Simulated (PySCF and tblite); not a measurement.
C₅H₆O₂, numbered as in [CH3:1][O:2][c:3]1[cH:4][cH:5][o:6][cH:7]1. Free energies: PBE0-D3(BJ)/pcSseg-1 (IEF-PCM, chloroform) on PBE0-D3(BJ)/def2-SVP structures plus GFN2-xTB thermal terms, symmetry and mirror images included. Conformers within 3 kcal/mol (GFN2-xTB free energy) were kept, 2 at most. GIAO shieldings: PBE0/pcSseg-1 (IEF-PCM, chloroform). Couplings: B3LYP/6-31G* with pcJ-1 on H (gas phase; spin-dipole term only for pairs with B, N, F, Si or P). H–H couplings come out 0.1 to 0.9 Hz lower than with pcJ-1 on all atoms. Shifts are against TMS (¹H), TMS (¹³C) at the same level. (PySCF 2.14, tblite 0.8.)

Torsions listed: C1–O2–C3–C4.

Two conformers hold nearly all the population. I: 0°; δ(C4) = 104.66 ppm. II: 179°; δ(C4) = 109.55 ppm. The average over the ensemble at 298.15 K is 109.12 ppm.

What populations and free-energy difference follow from a two-state model?

p(I) = (109.12 − 109.55)/(104.66 − 109.55) = 0.09, so K = p(II)/p(I) = 10.37 and G(II) − G(I) = −RT ln K = -1.39 kcal/mol. The weights computed directly are 8.8 % and 91.2 %.
